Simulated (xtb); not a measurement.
C₂H₆BClO, SMILES COB(C)Cl. All values are semi-empirical tight-binding results from xtb (GFN2-xTB unless named), good for trends rather than for accurate numbers. Coordinates come from a GFN2-xTB optimisation. This is a generated structure with no PubChem entry under its InChIKey; it may be hypothetical. Other conformers were not sampled.

Optimised geometry:

Bonds (Å): B1–Cl2 1.744, B1–C3 1.591, B1–O7 1.329, C3–H4 1.087, C3–H5 1.088, C3–H6 1.088, O7–C8 1.406, C8–H9 1.092, C8–H10 1.091, C8–H11 1.091. Angles (°): Cl2–B1–C3 118.3, Cl2–B1–O7 112.9, C3–B1–O7 128.8, B1–C3–H4 113.7, B1–C3–H5 110.4, B1–C3–H6 110.7, H4–C3–H5 107.6, H4–C3–H6 107.8, H5–C3–H6 106.3, B1–O7–C8 128.5, O7–C8–H9 108.7, O7–C8–H10 107.9, O7–C8–H11 112.2, H9–C8–H10 109.1, H9–C8–H11 109.4, H10–C8–H11 109.6.

The geometry has at least one imaginary mode, so it is a saddle point at that level.

Computed properties:
The orbital gap comes out as 5.51 eV and the dipole moment is 4.18 D. The static polarisability (D4 model) is 56.6 bohr³ and the solvation energy, GFN2-xTB/ALPB(water) is -3.2 kcal/mol. The solvation energy, GFN2-xTB/ALPB(octanol) is -4.8 kcal/mol.

### Question
Give the atomic charges and the Wiberg bond orders between heavy atoms. (The exact figures need the calculation; the answer reports its results.)

### Answer
charges (e) B1 0.43, Cl2 -0.28, C3 -0.20, H4 0.04, H5 0.06, H6 0.06, O7 -0.30, C8 0.03, H9 0.06, H10 0.07, H11 0.05. Bond orders B1–Cl2 1.00, B1–C3 1.01, B1–O7 1.28, O7–C8 0.97.
